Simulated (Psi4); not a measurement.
Here is a job for Psi4.
```
memory 2 GB

molecule {
0 1
O    -0.00000000   -0.00000000   -1.99737313
B    -0.00000000   -0.00000000   -0.80940457
B     0.00000000    0.00000000    0.80940457
O     0.00000000    0.00000000    1.99737313
}

set {
  basis pcseg-2
  freeze_core true
}

energy('mp2')
print_variables()
```

Problem. What is the computed MP2 correlation energy (Psi4 with MP2/pcseg-2)?

Solution. -0.6277 Eh

Problem. Predict the nuclear repulsion energy from MP2/pcseg-2.

Solution. 67.3689 Eh

Problem. Estimate the number of basis functions that MP2/pcseg-2 returns for this input.

Solution. 120
